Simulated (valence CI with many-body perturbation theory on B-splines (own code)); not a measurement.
# Rh VI: electric-dipole lines

Computed by relativistic CI+MBPT: four valence electrons over a frozen Dirac-Fock core [Kr], radial functions for each j: 7 s, 7 p, 8 d, 6 f, 4 g, 1 h, with the one-electron correlation potential Σ1, the two-electron term Σ2, the three-electron term Σ3, Breit, model QED; selected CI, second order for the rest, scaled by the run's own slope (own B-spline code, finite nucleus).

No measured spectrum was set against this ion. As an estimate, terms of the open shell hold to 2 to 4 % of their energy, and close levels can change places; different configurations can be misplaced against each other by 1,000 to 8,000 cm⁻¹. The list stops below the first excitations out of the core.

Lines 201 to 250 of 600 in falling wavelength, among levels below 289030 cm⁻¹, chosen from the strongest by gf and those to the six lowest levels. Wavelengths and rates use the calculated energies, so an error of 2000 cm⁻¹ moves a line at 1250 Å by 2.5 % and its rate by three times that or more. Electric multipoles are in the length gauge, E1 and E2 with the static RPA response of the core. Weak lines are less certain than strong ones. Lines between different terms over intervals too small for the method are left out, as are lines whose strength nearly cancels. Where a level lies close to another of its J and parity, the split of strength between their lines is uncertain. The highest levels of a list are the least certain.

Names give the largest LS component (configuration and term), which can be under half, so a name can repeat, a term be missing and a line seem to break the LS rules; names also repeat where a configuration has a term twice. Letters in brackets count levels of one name in rising energy.

| λ vac (Å) | Upper | Lower | A (s⁻¹) | S (a.u.) with core polarisation | S without |
| --- | --- | --- | --- | --- | --- |
| 1250 | 4d³5p ³D°_3 [e] | 4d³5s ³F_3 [b] | 2.60e+08 | 1.75e+00 | 2.08e+00 |
| 1250 | 4d³5p ³H°_6 [b] | 4d³5s ³G_5 | 7.54e+08 | 9.44e+00 | 1.11e+01 |
| 1249 | 4d³5p ⁵F°_3 | 4d³5s ⁵F_3 | 5.85e+08 | 3.94e+00 | 4.67e+00 |
| 1249 | 4d³5p ⁵F°_2 | 4d³5s ⁵F_3 | 2.76e+08 | 1.33e+00 | 1.58e+00 |
| 1249 | 4d³5p ⁵F°_5 [a] | 4d³5s ⁵F_4 | 5.73e+08 | 6.06e+00 | 7.16e+00 |
| 1248 | 4d³5p ⁵D°_1 [a] | 4d³5s ⁵F_1 | 7.34e+08 | 2.11e+00 | 2.50e+00 |
| 1247 | 4d³5p ⁵D°_3 [b] | 4d³5s ⁵P_2 | 9.39e+08 | 6.30e+00 | 7.44e+00 |
| 1247 | 4d³5p ¹D°_2 [b] | 4d³5s ³F_2 [b] | 2.01e+08 | 9.62e-01 | 1.14e+00 |
| 1247 | 4d³5p ³G°_4 [d] | 4d³5s ³F_3 [b] | 8.67e+08 | 7.47e+00 | 8.79e+00 |
| 1247 | 4d³5p ³G°_3 [a] | 4d³5s ⁵F_4 | 9.25e+07 | 6.20e-01 | 7.38e-01 |
| 1246 | 4d³5p ¹F°_3 [a] | 4d³5s ³G_4 | 1.80e+08 | 1.20e+00 | 1.42e+00 |
| 1245 | 4d³5p ³D°_3 [e] | 4d³5s ³F_4 [b] | 3.34e+08 | 2.23e+00 | 2.64e+00 |
| 1244 | 4d³5p ⁵D°_2 [a] | 4d³5s ⁵F_2 | 7.26e+08 | 3.45e+00 | 4.09e+00 |
| 1243 | 4d³5p ¹P°_1 [a] | 4d³5s ³P_1 [a] | 2.09e+08 | 5.94e-01 | 6.95e-01 |
| 1243 | 4d³5p ³P°_2 [c] | 4d³5s ³D_3 [a] | 1.98e+08 | 9.38e-01 | 1.11e+00 |
| 1242 | 4d³5p ³G°_4 [d] | 4d³5s ³F_4 [b] | 1.13e+08 | 9.66e-01 | 1.15e+00 |
| 1242 | 4d³5p ³F°_2 [b] | 4d³5s ⁵P_1 | 2.42e+08 | 1.14e+00 | 1.35e+00 |
| 1239 | 4d³5p ³D°_3 [d] | 4d³5s ³D_3 [a] | 2.10e+08 | 1.38e+00 | 1.63e+00 |
| 1238 | 4d³5p ³D°_3 [a] | 4d³5s ⁵F_4 | 1.28e+08 | 8.40e-01 | 9.97e-01 |
| 1238 | 4d³5p ¹F°_3 [b] | 4d³5s ³P_2 [c] | 1.37e+08 | 8.95e-01 | 1.06e+00 |
| 1237 | 4d³5p ³D°_1 [c] | 4d³5s ³P_1 [a] | 5.46e+08 | 1.53e+00 | 1.81e+00 |
| 1236 | 4d³5p ⁵F°_1 | 4d³5s ⁵F_2 | 3.01e+08 | 8.43e-01 | 9.99e-01 |
| 1236 | 4d³5p ⁵D°_4 [b] | 4d³5s ⁵P_3 | 8.83e+08 | 7.40e+00 | 8.75e+00 |
| 1235 | 4d³5p ³G°_5 [c] | 4d³5s ³F_4 [b] | 1.11e+09 | 1.13e+01 | 1.33e+01 |
| 1234 | 4d³5p ³P°_1 [b] | 4d³5s ⁵P_1 | 2.84e+08 | 7.89e-01 | 9.33e-01 |
| 1233 | 4d³5p ⁵F°_4 | 4d³5s ⁵F_3 | 5.15e+08 | 4.29e+00 | 5.06e+00 |
| 1231 | 4d³5p ³P°_1 [c] | 4d³5s ³P_0 [a] | 2.99e+08 | 8.27e-01 | 9.71e-01 |
| 1231 | 4d³5p ³P°_1 [d] | 4d³5s ³P_2 [b] | 3.21e+08 | 8.84e-01 | 1.04e+00 |
| 1230 | 4d³5p ³D°_2 [e] | 4d³5s ³F_2 [b] | 1.67e+08 | 7.69e-01 | 9.09e-01 |
| 1229 | 4d³5p ⁵D°_2 [a] | 4d³5s ⁵F_1 | 2.03e+08 | 9.31e-01 | 1.10e+00 |
| 1229 | 4d³5p ³D°_2 [c] | 4d³5s ³P_1 [a] | 2.41e+08 | 1.10e+00 | 1.29e+00 |
| 1228 | 4d³5p ³P°_2 [c] | 4d³5s ³P_2 [b] | 1.74e+08 | 7.93e-01 | 9.24e-01 |
| 1227 | 4d³5p ¹H°_5 [c] | 4d³5s ³H_4 | 2.52e+08 | 2.53e+00 | 2.95e+00 |
| 1227 | 4d³5p ³H°_4 [b] | 4d³5s ⁵P_3 | 2.92e+08 | 2.39e+00 | 2.82e+00 |
| 1226 | 4d³5p ¹G°_4 [b] | 4d³5s ³G_5 | 2.13e+08 | 1.74e+00 | 2.05e+00 |
| 1226 | 4d³5p ⁵F°_3 | 4d³5s ⁵F_2 | 4.57e+08 | 2.91e+00 | 3.44e+00 |
| 1226 | 4d³5p ⁵F°_2 | 4d³5s ⁵F_2 | 1.48e+08 | 6.72e-01 | 7.92e-01 |
| 1225 | 4d³5p ³D°_2 [e] | 4d³5s ³F_3 [b] | 7.18e+08 | 3.25e+00 | 3.85e+00 |
| 1224 | 4d³5p ³F°_3 [c] | 4d³5s ³G_4 | 2.02e+08 | 1.28e+00 | 1.51e+00 |
| 1222 | 4d³5p ¹I°_6 | 4d³5s ³H_5 | 1.37e+08 | 1.60e+00 | 1.88e+00 |
| 1221 | 4d³5p ⁵F°_1 | 4d³5s ⁵F_1 | 4.00e+08 | 1.08e+00 | 1.27e+00 |
| 1221 | 4d³5p ³G°_3 [b] | 4d³5s ³F_2 [a] | 1.77e+08 | 1.12e+00 | 1.29e+00 |
| 1221 | 4d³5p ³D°_3 [c] | 4d³5s ³H_4 | 1.68e+08 | 1.06e+00 | 1.24e+00 |
| 1220 | 4d³5p ³I°_6 | 4d³5s ³G_5 | 8.54e+07 | 9.95e-01 | 1.17e+00 |
| 1220 | 4d³5p ¹I°_6 | 4d³5s ³H_6 | 1.19e+08 | 1.39e+00 | 1.64e+00 |
| 1219 | 4d³5p ³G°_3 [a] | 4d³5s ⁵F_3 | 1.20e+08 | 7.51e-01 | 8.89e-01 |
| 1214 | 4d³5p ³D°_1 [e] | 4d³5s ³F_2 [b] | 9.80e+08 | 2.60e+00 | 3.07e+00 |
| 1214 | 4d³5p ³G°_5 [a] | 4d³5s ³F_4 [a] | 1.80e+08 | 1.75e+00 | 2.03e+00 |
| 1213 | 4d³5p ¹P°_1 [b] | 4d³5s ¹P_1 | 8.68e+08 | 2.30e+00 | 2.68e+00 |
| 1213 | 4d³5p ³G°_4 [c] | 4d³5s ³H_5 | 6.43e+08 | 5.10e+00 | 6.03e+00 |
